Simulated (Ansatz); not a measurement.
Harmonic frequencies (cm⁻¹) at PBE0-D4/def2-TZVP from Ansatz: 12, 21, 49, 255, 262, 334, 381, 385, 604, 729, 732, 879, 955, 955, 980, 1002, 1009, 1210, 2248, 2252, 2262.

Each molecule was computed in one conformer, which needn't be the lowest.

(1) Which molecule is it?
A. `F[SiH2]O[SiH](F)F`
B. `C#C[SiH2]F`
C. `F[Si](F)(F)O[SiH3]`
D. `CO[Si](O)(F)Cl`

Results:

(1) C.
